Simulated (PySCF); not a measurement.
A calculated (PBE0, PySCF 2.14, ANO-RCC-VTZP, the spin-free X2C one-electron Hamiltonian (Gaussian nucleus)) atom or ion has these occupied shells.

```json
{"shell": "1s β", "electrons": "1", "orbital energy (eV)": "-67298.7", "rms radius, mean of both spins (bohr)": "0.0211"}
{"shell": "1s α", "electrons": "1", "orbital energy (eV)": "-67298.7", "rms radius, mean of both spins (bohr)": "0.0211"}
{"shell": "2s α", "electrons": "1", "orbital energy (eV)": "-11605.7", "rms radius, mean of both spins (bohr)": "0.0854"}
{"shell": "2s β", "electrons": "1", "orbital energy (eV)": "-11605.5", "rms radius, mean of both spins (bohr)": "0.0854"}
{"shell": "2p α", "electrons": "3", "orbital energy (eV)": "-10204.3", "rms radius, mean of both spins (bohr)": "0.0775"}
{"shell": "2p β", "electrons": "3", "orbital energy (eV)": "-10204.2", "rms radius, mean of both spins (bohr)": "0.0775"}
{"shell": "3s α", "electrons": "1", "orbital energy (eV)": "-2681.3", "rms radius, mean of both spins (bohr)": "0.219"}
{"shell": "3s β", "electrons": "1", "orbital energy (eV)": "-2681.3", "rms radius, mean of both spins (bohr)": "0.219"}
{"shell": "3p α", "electrons": "3", "orbital energy (eV)": "-2260.2", "rms radius, mean of both spins (bohr)": "0.220"}
{"shell": "3p β", "electrons": "3", "orbital energy (eV)": "-2260.2", "rms radius, mean of both spins (bohr)": "0.220"}
{"shell": "3d α", "electrons": "5", "orbital energy (eV)": "-1752.9", "rms radius, mean of both spins (bohr)": "0.201"}
{"shell": "3d β", "electrons": "5", "orbital energy (eV)": "-1752.9", "rms radius, mean of both spins (bohr)": "0.201"}
{"shell": "4s α", "electrons": "1", "orbital energy (eV)": "-561.08", "rms radius, mean of both spins (bohr)": "0.488"}
{"shell": "4s β", "electrons": "1", "orbital energy (eV)": "-560.96", "rms radius, mean of both spins (bohr)": "0.488"}
{"shell": "4p α", "electrons": "3", "orbital energy (eV)": "-421.58", "rms radius, mean of both spins (bohr)": "0.519"}
{"shell": "4p β", "electrons": "3", "orbital energy (eV)": "-421.46", "rms radius, mean of both spins (bohr)": "0.519"}
{"shell": "4d α", "electrons": "5", "orbital energy (eV)": "-238.43", "rms radius, mean of both spins (bohr)": "0.564"}
{"shell": "4d β", "electrons": "5", "orbital energy (eV)": "-238.26", "rms radius, mean of both spins (bohr)": "0.564"}
{"shell": "5s α", "electrons": "1", "orbital energy (eV)": "-85.481", "rms radius, mean of both spins (bohr)": "1.17"}
{"shell": "5s β", "electrons": "1", "orbital energy (eV)": "-83.917", "rms radius, mean of both spins (bohr)": "1.17"}
{"shell": "5p α", "electrons": "3", "orbital energy (eV)": "-51.283", "rms radius, mean of both spins (bohr)": "1.38"}
{"shell": "5p β", "electrons": "3", "orbital energy (eV)": "-49.022", "rms radius, mean of both spins (bohr)": "1.38"}
{"shell": "4f α", "electrons": "7", "orbital energy (eV)": "-37.044", "rms radius, mean of both spins (bohr)": "0.719"}
{"shell": "4f β", "electrons": "7", "orbital energy (eV)": "-36.753", "rms radius, mean of both spins (bohr)": "0.719"}
{"shell": "5d α", "electrons": "3", "orbital energy (eV)": "-13.807", "rms radius, mean of both spins (bohr)": "2.24"}
{"shell": "6p α", "electrons": "1", "orbital energy (eV)": "-8.267", "rms radius, mean of both spins (bohr)": "3.96"}
```

Question: Name the element and its charge.

Answer: Ta⁺ (tantalum, charge +1), in [Xe] 4f14 5d3 6p1, one real determinant (an excited configuration).
